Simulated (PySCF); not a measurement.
Se(F)4 anion (F₄Se), SMILES F[Se](F)(F)F (connectivity only; charge and spin as stated), charge -1, multiplicity 2. Atoms are numbered in the order given.

```xyz
5

Se     0.0000     0.0000     0.1273
F      1.3293     1.3293    -0.1202
F      1.3293    -1.3293    -0.1202
F     -1.3293    -1.3293    -0.1202
F     -1.3293     1.3293    -0.1202
```
Charge -1, spin multiplicity 2.

Geometry: PBE0-D3(BJ)/def2-SVPD. The multiplicity is an assumed one; other spin states were not compared. The isomer is the one that the SMILES or the coordinates give; other isomers of the formula were not compared.

Method: PBE0/def2-SVPD in PySCF.

```json
{
  "total_energy": "-2799.74225 hartree",
  "point_group": "C4v",
  "α spin, highest occupied and lowest empty level": "-2.43 and 4.23 eV",
  "β spin, highest occupied and lowest empty level": "-3.65 and 1.15 eV",
  "dipole_moment_about_the_centre_of_nuclear_charge": "0.95 D",
  "mean_static_polarisability": "47.0 bohr³ (6.96 Å³)",
  "polarisability_principal_values": "33.6, 53.7, 53.7 bohr³",
  "⟨S²⟩": "0.753 (pure state 0.75)"
}
```
